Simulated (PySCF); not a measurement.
## SnF, HF: how much the basis matters

PySCF, UHF reference; doublet, unpaired electrons π ↑; De to Sn + F without counterpoise correction.

| basis | relativity | functions | Re (Å) | ωe (cm⁻¹) | De (eV) | μ (D) |
| --- | --- | --- | --- | --- | --- | --- |
| cc-pVDZ-PP/cc-pVDZ | scalar-relativistic core potentials | 37 | 1.954 | 622 | 2.69 | -3.11 |
| x2c-SVPall | spin-free X2C | 50 | 1.948 | 630 | 2.82 | -3.05 |
| def2-SVPD | scalar-relativistic core potentials | 55 | 1.965 | 587 | 3.06 | -3.12 |
| def2-TZVPP | scalar-relativistic core potentials | 81 | 1.925 | 612 | 3.04 | -2.81 |
| def2-TZVPPD | scalar-relativistic core potentials | 96 | 1.928 | 605 | 3.07 | -2.73 |

(1) How does each smaller set differ from the one with most functions, def2-TZVPPD?

A positive dipole means Sn(−)F(+). Spin–orbit coupling is left out, which matters for elements this heavy, above all for dissociation energies. Hartree–Fock leaves out correlation, which carries a large part of most bond energies and some tenths to 1 eV of ionisation energies. The state was picked by a PBE0 search and need not be the measured ground state.

## Answers

(1) cc-pVDZ-PP/cc-pVDZ: +2.6 pm, +2.8 % in ωe, -0.38 eV in De; x2c-SVPall: +2.0 pm, +4.1 % in ωe, -0.25 eV in De; def2-SVPD: +3.7 pm, -3.0 % in ωe, -0.01 eV in De; def2-TZVPP: -0.3 pm, +1.2 % in ωe, -0.03 eV in De. All at HF; the set with most functions is neither the basis-set limit nor always the best. The rows treat relativity differently, so the differences are not basis effects alone.
